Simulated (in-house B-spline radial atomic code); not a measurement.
Configurations of Tc+, with energies counted from [Kr] (4d3/2)4 (4d5/2)1 5s1. All numbers are computed (Dirac-Hartree-Fock, average of each configuration as written; Fermi nucleus of rms radius 4.41117 fm) with a B-spline radial code for spherical atoms, not measured. Energies include first-order Breit, QED and recoil terms.

Occupations are held fixed; configurations that lie above the ionisation limit could autoionise.

| configuration | E - E(ref) (eV) | highest orbital | its <r> (bohr) |
| --- | --- | --- | --- |
| [Kr] (4d3/2)1 (4d5/2)4 5s1 | 1.1306 | 5s1/2 | 3.186 |
| [Kr] (4d3/2)4 (4d5/2)1 (9g9/2)1 | 12.807 | 9g9/2 | 55.74 |
| [Kr] (4d3/2)4 5s1 (5f5/2)1 | 15.48 | 5f5/2 | 15.14 |
| [Kr] (4d3/2)4 5s1 (8f7/2)1 | 16.847 | 8f7/2 | 44.32 |

Task: Order these further configurations by energy, lowest first.
A. [Kr] (4d3/2)3 (4d5/2)1 5s1 (7p1/2)1
B. [Kr] (4d3/2)4 (4d5/2)1 (7g9/2)1
C. [Kr] (4d5/2)5 5s1
D. [Ar] 3d10 4s2 (4p1/2)1 (4p3/2)4 (4d3/2)1 (4d5/2)4 5s1 (8f5/2)1
E. [Kr] (4d3/2)2 (4d5/2)3 5s1

Result: C (0.98045 eV), E (1.0169 eV), B (12.368 eV), A (15.682 eV), D (62.089 eV).
